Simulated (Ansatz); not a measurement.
```yaml
crystal:
  periodic: [true, true, true]
  atoms:
    - {symbol: C, position_ang: [-1.461659, -0.727371, -0.448459]}
    - {symbol: Sn, position_ang: [0.294587, 0.299142, 0.102407]}
    - {symbol: O, position_ang: [1.348376, -0.577670, 1.494025]}
    - {symbol: O, position_ang: [1.433358, 0.476761, -1.466851]}
    - {symbol: Cl, position_ang: [-0.118576, 2.427657, 0.966685]}
    - {symbol: H, position_ang: [-1.841634, -0.299088, -1.374575]}
    - {symbol: H, position_ang: [-2.201011, -0.623333, 0.343517]}
    - {symbol: H, position_ang: [-1.218243, -1.778623, -0.597270]}
    - {symbol: H, position_ang: [1.517239, 0.002508, 2.241422]}
    - {symbol: H, position_ang: [2.330764, 0.748919, -1.257900]}
basis:
  gaussian: {orbitals: def2-TZVPP}
magnetization: {spin_polarized: true, initial_magnetization: 2}
hamiltonian: {xc: {name: CAM-B3LYP}}
```

```sh
$ ansatz run in.yaml --threads 4 --pin off --events-out ev --progress --plain --max-ram 10444MiB
```

It prints (some lines left out):

```
Error: YAML parse error: error: line 2 column 3: crystal: missing field `lattice` (a structure is typed as `lattice` and `atoms`, a molecule's as `atoms` in Å alone, or read from a run's directory, `checkpoint`)
 --> <input>:2:3
1 | crystal:
2 |   periodic: [true, true, true]
3 |   atoms:
4 |     - {symbol: C, position_ang: [-1.461659, -0.727371, -0.448459]}
```

(1) Something in this input is off. What?

## Answers

(1) The molecule is marked periodic without a cell. The program refused the input.
